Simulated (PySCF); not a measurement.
# Orbital picture of BiC

LDA at R = 2.002 Å; PySCF, scalar-relativistic core potentials, basis sets Bi cc-pVDZ-PP with ECP60, C cc-pVDZ. State: ²Σ⁺ (doublet), unpaired electrons σ ↑. Only the outer orbitals are listed, counted within each symmetry, core potentials removing the inner ones.

| spin | orbital | occ. | ε (eV) | on Bi (%) | main shells (%) |
| --- | --- | --- | --- | --- | --- |
| α | 5σ | 1 | -16.76 | 62 | 58 Bi s, 33 C s |
| α | 6σ | 1 | -12.13 | 45 | 54 C s, 34 Bi s, 10 Bi p |
| α | 7σ | 1 | -6.89 | 35 | 60 C p, 30 Bi p |
| α | 3π | 1 | -6.21 | 44 | 56 C p, 44 Bi p |
| α | 3π | 1 | -6.21 | 44 | 56 C p, 44 Bi p |
| α | 4π | 0 | -3.22 | 59 | 57 Bi p, 41 C p |
| α | 4π | 0 | -3.22 | 59 | 57 Bi p, 41 C p |
| α | 8σ | 0 | 0.08 | 85 | 77 Bi p, 19 C p |
| β | 5σ | 1 | -16.38 | 72 | 69 Bi s, 24 C s |
| β | 6σ | 1 | -11.18 | 44 | 56 C s, 26 Bi s, 17 Bi p |
| β | 3π | 1 | -5.80 | 65 | 64 Bi p, 35 C p |
| β | 3π | 1 | -5.80 | 65 | 64 Bi p, 35 C p |
| β | 7σ | 0 | -5.34 | 34 | 53 C p, 31 Bi p, 13 C s |
| β | 4π | 0 | -2.65 | 39 | 62 C p, 36 Bi p |
| β | 4π | 0 | -2.65 | 39 | 62 C p, 36 Bi p |

Task: Which are the highest filled and the lowest empty level, where do they sit, and how wide is the gap?

Result: Highest filled β 3π at -5.80 eV (in %: 64 Bi p, 35 C p); lowest empty β 7σ at -5.34 eV (in %: 53 C p, 31 Bi p, 13 C s); the gap at LDA is 0.46 eV.

```json
{
 "bond order (Mayer)": "2.73",
 "⟨S²⟩": "0.835",
 "charge on Bi (Mulliken, basis-dependent)": "0.27",
 "charge on Bi (Löwdin, basis-dependent)": "0.33",
 "dipole moment (positive dipole means Bi(−)C(+))": "-2.45 D",
 "polarisability along the bond": "62.1 bohr³",
 "polarisability across the bond": "34.2 bohr³"
}
```

Spin–orbit coupling is left out, which matters for elements this heavy, above all for dissociation energies. The state is the lowest determinant that a PBE0 search found; another state may lie lower at other levels.
